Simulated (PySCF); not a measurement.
C7H7NP2.
SMILES with atom numbers: `[CH3:1][c:2]1[cH:3][p:4][c:5]([CH3:6])[c:7]([C:8]#[N:9])[p:10]1`

Structure used (GFN2-xTB), in Å, numbered top down from 1:
```xyz
17
C7H7NP2 angstrom
C      3.131   -0.203    0.686
C      1.689   -0.075    0.277
C      1.408    0.329   -1.007
P     -0.110    0.577   -1.813
C     -1.288    0.181   -0.586
C     -2.727    0.303   -1.004
C     -1.008   -0.228    0.712
C     -2.110   -0.501    1.557
N     -3.000   -0.720    2.248
P      0.529   -0.473    1.524
H      3.633   -0.954    0.076
H      3.213   -0.496    1.732
H      3.654    0.744    0.548
H      2.266    0.533   -1.645
H     -3.237   -0.656   -0.911
H     -3.254    1.014   -0.366
H     -2.797    0.639   -2.038
```

Probes without a nucleus sit at each ring's centroid and 1 Å off its mean plane on both sides; NICS is minus the shielding there, NICSzz its component along the normal. Level: GIAO PBE0/pcSseg-1 (PySCF, non-relativistic, gas phase) on the GFN2-xTB geometry, one conformer.

Ring bond lengths (Å), with Mayer bond orders in brackets: C2–C3 1.375 (1.45), C3–P4 1.737 (1.32), P4–C5 1.746 (1.29), C5–C7 1.389 (1.36), C7–P10 1.756 (1.25), P10–C2 1.749 (1.27).

What do the NICS probes read (ppm)?

```
              ring                                                 type  NICS(0)  NICS(1), two faces  NICS(1)zz, two faces  rms pucker (Å)  centre to ring atoms, mean (Å)
C2–C3–P4–C5–C7–P10  6-membered ring with 2 P; formal bonds all aromatic     -6.6         -9.7 / -9.7         -22.5 / -22.6            0.00                            1.61
```

What do they say, and how far can they be read as aromaticity?

- C2–C3–P4–C5–C7–P10: mean NICS(1)zz -22.6 ppm, shielded.

And the bond-length index? Use HOMA with the parameters of Krygowski (1993).

- C2–C3–P4–C5–C7–P10: HOMA 0.80; the largest term is that of C7–P10, α(R − Ropt)² = 0.39.

What field does 11.7 T along the ring normal induce along that normal at the first NICS(1) probe listed for ring C2–C3–P4–C5–C7–P10, 1 Å off the ring?

NICSzz × B0 = -22.5 ppm × 11.7 T = -263 μT, against the applied field.

List the ring angles and the Hirshfeld charges of the ring atoms.

- C2–C3–P4–C5–C7–P10: C2 126.7° (-0.037 e), C3 130.8° (-0.100 e), P4 103.4° (+0.117 e), C5 126.0° (-0.030 e), C7 130.5° (-0.055 e), P10 102.7° (+0.136 e); sum 720.0° against 720° for a flat convex ring.

What are the shieldings of the ring atoms and their hydrogens in the same run (means over atoms taken as equivalent)?

```csv
atoms,environment,σ isotropic (ppm),"principal values of the symmetric part, first atom (ppm)"
C2,substituted aromatic carbon,6.3,"-159.4, -6.6, 184.8"
C3,aromatic CH carbon,17.2,"-142.0, 29.8, 163.8"
P4,phosphorus bonded to 2 C,61.8,"-251.7, -32.8, 470.0"
C5,substituted aromatic carbon,1.2,"-160.4, -27.5, 191.5"
C7,substituted aromatic carbon,36.6,"-119.5, 68.3, 161.1"
P10,phosphorus bonded to 2 C,36.9,"-305.7, -54.9, 471.2"
H14,aromatic hydrogen,22.15,"18.7, 19.3, 28.4"
```
